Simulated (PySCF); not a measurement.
Vertical excitations of a molecule CH6GeO3 from TDA-CAM-B3LYP/def2-SVPD (PySCF), as energy in eV (oscillator strength): 7.30 (0.005), 7.69 (0.065), 7.84 (0.019), 7.90 (0.064), 8.14 (0.012), 8.22 (0.029), 8.34 (0.036), 8.46 (0.033), 8.71 (0.048), 8.82 (0.046). Lowest triplet (TDA): 6.88 eV. The structure is a stationary point at B3LYP-D3(BJ)/def2-SVP. Other conformers were not sampled.

### Question
Which structure fits?
(A) C[O][GeH]([OH])[OH]
(B) [CH3][Ge]([OH])([OH])[OH]
(C) O[CH2][GeH]([OH])[OH]

### Answer
A, C[O][GeH]([OH])[OH]
